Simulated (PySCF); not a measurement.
# Mercury: a sound run and one with changed settings

Sound run: Hg [Xe] 4f14 5d10 6s2, Hg⁺ [Xe] 4f14 5d10 6s1. Computed with PySCF 2.14 in cc-pVDZ-PP with ECP60MDF (4s4p3d1f, 38 functions), with scalar relativity through the core potential. The sound run starts from symmetry-adapted Hartree-Fock orbitals and uses a fine grid where one is needed.

Changed run: radial step 0.5 in ln r (0.13 in the sound run). This setting is unsound on purpose.

```
species  method  sound run (hartree)  changed run (hartree)  converged
     Hg     UHF           -152.53989             -152.53989        yes
     Hg    MN15           -153.23418             -153.15320        yes
     Hg  r2SCAN           -153.56865             -153.56275        yes
    Hg⁺     UHF           -152.22471             -152.22471        yes
    Hg⁺    MN15           -152.84402             -152.78448        yes
    Hg⁺  r2SCAN           -153.18465             -153.17880        yes
```

Ionisation energy of Hg:

| method | sound run (eV) | changed run (eV) |
| --- | --- | --- |
| UHF | 8.576 | 8.576 |
| MN15 | 10.617 | 10.033 |
| r2SCAN | 10.449 | 10.448 |

A coarse radial grid mis-integrates the density and the exchange-correlation energy, with errors of either sign; Hartree-Fock needs no grid.

For comparison, NIST gives 10.438 eV between the lowest levels.
